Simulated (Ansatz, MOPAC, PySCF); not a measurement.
System: AsH$_{5}$, charge 0, multiplicity 1. SMILES: [AsH5]
Geometry: optimised at B3LYP-D3(BJ)/def2-TZVP (Ansatz, an electronic-structure program).

Unscaled harmonic wavenumbers (cm⁻¹) in rising order, each level at the stationary point that it reaches from this structure (no distance between atoms moves by over 0.3 Å); the order of modes can differ between levels, and a negative number is imaginary. B3LYP-D3(BJ)/def2-TZVP (PySCF, at the structure above): 488, 488, 1037, 1041, 1042, 1286, 1286, 1673, 1726, 2096, 2096, 2114.

PM3 (MOPAC): 556, 556, 888, 888, 897, 1036, 1036, 1960, 2017, 2056, 2092, 2092. Zero-point energy 23.0 against 23.4 kcal/mol; where all levels lie over 400 cm⁻¹, the wavenumbers are on average 0.981 times those of B3LYP-D3(BJ)/def2-TZVP.

PM7 (MOPAC): 623, 623, 845, 910, 910, 1188, 1188, 2004, 2074, 2074, 2100, 2198. Zero-point energy 23.9 against 23.4 kcal/mol; where all levels lie over 400 cm⁻¹, the wavenumbers are on average 1.033 times those of B3LYP-D3(BJ)/def2-TZVP.

HF/3-21G (Ansatz): 604, 604, 1083, 1106, 1106, 1382, 1382, 1583, 1655, 2147, 2147, 2164. Zero-point energy 24.2 against 23.4 kcal/mol; where all levels lie over 400 cm⁻¹, the wavenumbers are on average 1.064 times those of B3LYP-D3(BJ)/def2-TZVP.

B3LYP/6-31G* with LANL2DZ past Ar (Ansatz): 444, 445, 1061, 1061, 1064, 1331, 1331, 1628, 1639, 2023, 2023, 2033. Zero-point energy 23.0 against 23.4 kcal/mol; where all levels lie over 400 cm⁻¹, the wavenumbers are on average 0.981 times those of B3LYP-D3(BJ)/def2-TZVP.
